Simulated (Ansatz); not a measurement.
Saddle point of Si₂NH₉O₃F₂, singlet (Si₂H₄O₂F₂ ([OH][Si]([F])([F])[O][SiH3]) + H₂O + NH₃ → SiNH₃OF₂ ([NH2][Si]([OH])([F])[F]) + SiH₄O ([OH][SiH3]) + H₂O (still joined by a long Si–O bond); bonds formed: O2–H9, H7–O10; dative contacts that become bonds: Si1–N8; bonds broken: H7–N8, H9–O10; bonds weakened to dative contacts: Si1–O2), PBE0-D4/def2-TZVP structure:

```csv
atom,x (Å),y (Å),z (Å)
Si1,-0.0870,0.6378,0.9928
O2,-0.1909,0.0723,-0.7714
Si3,-1.0632,0.7609,-2.0017
F4,-0.3663,2.1287,0.4542
F5,0.0932,1.1246,2.5611
O6,-1.3058,-0.4304,1.3190
H7,1.3214,-1.3218,0.3554
N8,1.5754,-0.0606,0.9498
H9,0.2215,-1.0951,-0.7512
O10,0.8497,-2.0203,-0.3935
H11,-1.1801,-0.2785,-3.0577
H12,-0.3457,1.9363,-2.5513
H13,-2.4131,1.1579,-1.5384
H14,-1.5661,-0.3829,2.2419
H15,2.0323,-0.0057,1.8513
H16,2.1729,0.3890,0.2642
H17,0.2516,-2.6122,0.0754
```

Energies are electronic, without zero-point energy. Barriers and step energies count from the start structure reached by relaxing down the imaginary mode; all methods use the PBE0-D4 structures, on which another method's saddle can fall below an end. Program: Ansatz 0.2.0. Basis: def2-TZVPP, with def2-QZVPP for the basis limit. Cores are frozen in the correlated methods. B3LYP uses VWN-RPA correlation. Extrapolation: Hartree–Fock as exp(−7.88 √X), correlation as X^−2.97.

```csv
method,barrier (kJ/mol),step energy (kJ/mol)
SPW92,19.6,29.6
PBE-D4,49.9,31.3
BLYP-D4,?,30.0
r2SCAN-D4,56.3,32.9
B97M-V,79.9,35.8
PBE0-D4,?,33.0
B3LYP-D4,68.7,31.6
r2SCAN0-D4,64.4,33.5
BHLYP-D4,83.3,33.5
CAM-B3LYP-D4,?,32.2
wB97X-V,71.4,32.7
wB97M-V,72.1,29.8
B2PLYP,72.1,32.8
PBE-QIDH,68.2,34.4
RPA on PBE,71.0,31.7
HF,121.2,34.9
MP2,66.7,32.6
CCSD,81.3,32.8
CCSD(T),73.3,32.1
```

Problem. Fill in the withheld barriers. (Judge from chemistry; the value comes from the calculation.)

Solution. Computed: BLYP-D4 61.1; CAM-B3LYP-D4 67.9; PBE0-D4 60.9 kJ/mol. Each is the energy of the saddle less that of the start structure, by the same method.

For comparison, the barrier by CCSD(T) at an estimated basis limit (MP2 extrapolated from triple and quadruple zeta, plus CCSD(T) − MP2 in triple zeta) is 76.3 kJ/mol.

T1 diagnostic: at most 0.012.

Labels in which every atom is bracketed show which atoms are joined, not bond orders.

For scale, one of the runs: CCSD(T)/def2-TZVPP, 396 basis functions, launched by `ansatz run in.yaml --threads 2 --pin off --events-out ev --progress --plain --max-ram 31744MiB --backend cuda --devices 0, --max-vram 18GiB`. Time: 18 s of wall clock on 2 CPU threads of an AMD EPYC 7R13 and a share of one NVIDIA H100; the host was shared. Peak host memory: 1.7 GiB.
